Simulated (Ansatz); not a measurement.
`[BH2][SbH][CH3]` + `BNCC` → `BN(B)CC` + `[CH3][SbH2]` at 400 K and 1 bar (cleavage of the B–Sb bond).

Gas-phase electronic energies from Ansatz, PBE0-D4/def2-TZVP geometries. CCSD(T)/CBS is the MP2 limit (def2-TZVPP, def2-QZVPP) plus CCSD(T) − MP2 in def2-TZVPP, frozen cores. def2 core potentials past Kr. For Sb outer-core shells are correlated without core-valence functions, which leaves a few kJ/mol of doubt a bond. Each species was taken in one conformer, which may not be the lowest.

| species | CCSD(T)/CBS energy (Eh) | H − E (kJ/mol) | S (J/(mol·K)) |
| --- | --- | --- | --- |
| `[BH2][SbH][CH3]` | -306.43061 | 193.9 | 354.0 |
| `BNCC` | -160.44809 | 303.2 | 328.3 |
| `BN(B)CC` | -185.85795 | 338.6 | 363.5 |
| `[CH3][SbH2]` | -281.05548 | 151.3 | 304.9 |

H − E and S are ideal-gas, rigid-rotor, harmonic terms from PBE0-D4/def2-TZVP, for one conformer and one mirror image of each species. 1 Eh = 2625.50 kJ/mol, R = 8.31446 J/(mol·K).

By hand: ΔE, ΔH, ΔS and ΔG.

ΔE = (-185.85795) + (-281.05548) − (-306.43061) − (-160.44809) = -0.03473 Eh = -91.2 kJ/mol. Δ(H − E) = 338.6 + 151.3 − 193.9 − 303.2 = -7.2, so ΔH = -98.4 kJ/mol. ΔS = 363.5 + 304.9 − 354.0 − 328.3 = -13.9 J/(mol·K). ΔG = -98.4 − 400 × (-13.9)/1000 = -92.8 kJ/mol.

By hand: the equilibrium constant, and the temperature at which ΔG would vanish if ΔH and ΔS stayed fixed.

log₁₀ K = −ΔG/(RT ln 10) = 12.1. ΔG = 0 at ΔH/ΔS = 7079 K, far beyond where these terms or the molecules hold.

The number of gas molecules stays the same, so ΔS is small and ΔH decides. A doubt of 5 kJ/mol in ΔE shifts log₁₀ K by 0.7 here. Other conformers and mirror images would add mixing entropy, several J/(mol·K) or more a flexible species. Modes under 60 cm⁻¹, often nearly free rotors, make the harmonic entropy too high. These are equilibria of isolated gas molecules and say nothing of rates. Largest T1 diagnostic: 0.015 (customary marks: 0.02 for closed shells, 0.045 for open ones).
